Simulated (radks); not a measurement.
Ru2+, configuration [Kr] 4d6. Method: scalar-relativistic Kohn-Sham, BLYP, spin-unpolarised, spherical densities, finite nucleus; Fermi nuclear charge, rms radius 4.4809 fm; computed with a radial shooting solver on a logarithmic mesh with Libxc functionals.

Radial electron density D(r) = 4 pi r^2 rho(r):

```
   r/bohr * D(r) (the largest magnitude, 69.1, reaches the edge; | marks zero)
 0.001311 |*
 0.001707 | *
 0.002241 |  *
 0.002918 |    *
  0.00383 |       *
 0.004987 |           *
 0.006545 |                *
 0.008523 |                      *
  0.01119 |                              *
  0.01457 |                                     *
  0.01912 |                                          *
   0.0251 |                                           *
  0.03268 |                                         *
  0.04289 |                                     *
  0.05585 |                                      *
  0.07331 |                                              *
  0.09546 |                                                      *
   0.1253 |                                                   *
   0.1632 |                                        *
   0.2142 |                                   *
   0.2789 |                                         *
    0.366 |                                        *
   0.4766 |                         *
   0.6256 |            *
   0.8146 |          *
    1.069 |          *
    1.392 |      *
    1.828 |  *
     2.38 |*
    3.124 *
    4.067 *
    5.339 *
```

D(r) has 4 maxima, at r = 0.0235, 0.103, 0.317, 0.948 bohr, and minima at 0.0468, 0.206, 0.752 bohr, inside which lie 2.02, 11.11, 29.16 electrons.
